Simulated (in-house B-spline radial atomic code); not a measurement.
The numbers below are computed, except where a source is named.
## Making a Troullier-Martins p channel for Sb, r_c = 2.05 bohr

Sb, [Kr] 4d10 5s2 5p3, non-relativistic PBE, spherical and spin-unpolarised, from an all-electron radial atomic-structure program (B-spline basis) (atomic units). The all-electron 5p level is ε = -0.179989 hartree, its outermost node lies just inside 1.06 bohr and its outer maximum at 2.35 bohr.

Inside r_c the pseudo-orbital is u(r) = r^2 exp(p(r)), with p = c0 + c2 r² + c4 r⁴ + … + c12 r¹². The seven coefficients follow from p and its first four derivatives at r_c, from zero curvature of the screened potential at the origin, c4 = −c2²/(2l + 5), and from the norm inside r_c. At r_c the all-electron orbital has P = 0.6195369, P' = 0.1729405, the screened potential V = -0.9575598, V' = 1.06746, V'' = -1.765055, and the norm inside is Q = 0.2164039.

(1) What are p, p' and p'' at r_c?

For a trial c2 the five matching conditions are linear in c0, c6, c8, c10 and c12, and c2 is varied until the norm inside r_c equals Q. The root nearest zero gives:

```csv
n,c_n
0,-1.652476
2,0.01325922
4,-2.511526e-05
6,0.002746313
8,-0.005469082
10,0.001270486
12,-8.724264e-05
```

(2) Check c4 and p(r_c), and find the screened pseudopotential at the origin.

Orbitals and screened potentials:

| r (bohr) | P | u | V all-electron | V pseudo |
| --- | --- | --- | --- | --- |
| 0.205 | 0.1598 | 0.008055 | -118.3 | -0.1136 |
| 0.512 | -0.1923 | 0.0504 | -23.74 | -0.1125 |
| 0.82 | -0.2255 | 0.13 | -8.872 | -0.1376 |
| 1.128 | 0.07424 | 0.2467 | -4.131 | -0.2995 |
| 1.435 | 0.3525 | 0.3918 | -2.268 | -0.6975 |
| 1.742 | 0.5303 | 0.5323 | -1.402 | -1.089 |
| 2.05 | 0.6195 | 0.6195 | -0.9576 | -0.9576 |

Logarithmic derivatives P'/P at R = 2.35 bohr, for energies E around ε:

```json
{"E − ε (hartree)": "-0.5", "all-electron": "0.666708", "pseudo": "0.661648"}
{"E − ε (hartree)": "-0.25", "all-electron": "0.373688", "pseudo": "0.371935"}
{"E − ε (hartree)": "-0.1", "all-electron": "0.16727", "pseudo": "0.166918"}
{"E − ε (hartree)": "0", "all-electron": "0.0127136", "pseudo": "0.0127104"}
{"E − ε (hartree)": "0.1", "all-electron": "-0.158777", "pseudo": "-0.159269"}
{"E − ε (hartree)": "0.25", "all-electron": "-0.456713", "pseudo": "-0.460775"}
{"E − ε (hartree)": "0.5", "all-electron": "-1.11724", "pseudo": "-1.14585"}
```

(3) With P(R) = 0.6449781 and a norm of 0.3379106 inside R, what slope in energy does norm conservation fix?

Answers

(1) p = ln(P/r_c^2) = ln(0.6195369/4.2025) = -1.91446. p' = P'/P − 2/r_c = 0.27914 − 0.97561 = -0.69646. The radial equation gives p'' = 2(V − ε) − 2(2) p'/r_c − p'² = -1.55514 − (-1.35896) − 0.48506 = -0.68125. Differentiating, p''' = 2V' + 2(2)p'/r_c² − 2(2)p''/r_c − 2p'p'' = 1.8523, and p'''' = 2V'' − 4(2)p'/r_c³ + 4(2)p''/r_c² − 2(2)p'''/r_c − 2p''² − 2p'p''' = -6.1426.

(2) −c2²/7 = -2.51153e-05, as listed. The terms c_n r_c^n are -1.65248, 0.05572, -0.00044, 0.20383, -1.70587, 1.66536, -0.48059, which sum to -1.91446. Inverting the radial equation, V_l(r) = ε + 2 p'/r + (p'' + p'²)/2, so V_l(0) = ε + (2l + 3) c2 = -0.179989 + 5 × (0.0132592) = -0.1137 hartree, finite where the all-electron potential diverges.

(3) d(P'/P)/dE = −2 × (norm inside R)/P(R)² = -1.6246 per hartree·bohr at E = ε, for both atoms, since orbital and norm agree at R. Differences over ±0.1 hartree give -1.6302 (all-electron) and -1.6309 (pseudo), which also hold third-order terms. Half a hartree below ε the two curves differ by -0.0051.
